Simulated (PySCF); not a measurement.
BGeH4 (calculated)

Calculation on a computer-drawn molecule: vertical ionisation energy to the stated ion spin, frozen-core CCSD(T) at the basis limit and cheaper methods, single-reference cases, UHF for radicals, no spin-orbit; all values are single points at the evaluated structure, the first of each entry, which is the reference or a displaced copy of it and isn't optimised; the reference structure only sets the zero of the energies above reference; triples share is (T) over the correlation energy; on germanium a core potential holds 10 electrons, which the energies leave out, and 3d is frozen in MP2 and coupled-cluster steps. Program: PySCF 2.14.0.

```xyz
6
formula=BGeH4 charge=0 multiplicity=2 ion_multiplicity=1 diffuse_functions=no basis=cc-pVnZ basis_and_core_potential_on_germanium=cc-pVnZ-PP_ECP10MDF reference_is=the_Hartree-Fock_double-zeta_minimum best_is=HF_at_quadruple_zeta_+_MP2_correlation_extrapolated_from_triple_and_quadruple_zeta_+_CCSD(T)_minus_MP2_at_triple_zeta basis_step_is=the_size_of_the_change_from_the_same_recipe_one_zeta_lower
B     -1.8853     1.3286     0.7198
Ge    -1.7525     0.8132    -1.2426
H     -2.4403     2.1651     1.3236
H     -0.3102     0.9451    -1.6639
H     -2.6222     1.7161    -2.1369
H     -2.1364    -0.6785    -1.4343
```

Reference structure:
```xyz
6
BGeH4
B     -1.8793     1.2994     0.7746
Ge    -1.7205     0.8277    -1.2380
H     -2.5300     2.0844     1.3982
H     -0.2572     0.9762    -1.6728
H     -2.5856     1.6959    -2.1647
H     -2.1338    -0.6369    -1.4318
```

Drawn bonds:
```
atom  other atom  order
   1           2      1
   1           3      1
   2           4      1
   2           5      1
   2           6      1
```

**Q.** What total energy CCSD(T) triple zeta does the calculation give for BGeH4?
**A.** -320.5589 hartree

**Q.** Give the missing T1 diagnostic at triple zeta for BGeH4.
**A.** 0.01396

**Q.** What dipole magnitude B3LYP at triple zeta does the calculation give for BGeH4?
**A.** 0.4125 debye

**Q.** BGeH4: dipole magnitude wB97X at triple zeta?
**A.** 0.4583 debye

Further results for BGeH4:

* ionisation energy best: 8.159 eV
* ionisation energy basis step: 0.0232 eV
* energy above reference best: 0.4364 kcal/mol
* energy above reference basis step: 0.05249 kcal/mol
* total energy HF triple zeta: -320.3144 hartree
* total energy best: -320.5856 hartree
* D1 diagnostic at triple zeta: 0.0314
* spin squared at triple zeta: 0.7578
* ion T1 diagnostic at triple zeta: 0.01975
* ion D1 diagnostic at triple zeta: 0.04174
* triples share at triple zeta: 0.02843
* basis functions triple zeta: 125
* dipole magnitude HF at triple zeta: 0.478 debye
* dipole magnitude CCSD unrelaxed at triple zeta: 0.4321 debye
* dipole magnitude PBE at triple zeta: 0.4022 debye
* dipole magnitude r2SCAN at triple zeta: 0.3628 debye

Triple zeta:
```
 method  ionisation energy (eV)  energy above reference (kcal/mol)
     HF                   7.799                             0.6266
    PBE                   8.149                             0.4512
 r2SCAN                   8.342                             0.1747
  B3LYP                   8.227                             0.3393
  wB97X                    8.18                             0.3263
    MP2                   8.126                             0.4433
   CCSD                   8.112                             0.5344
CCSD(T)                   8.121                             0.5533
```
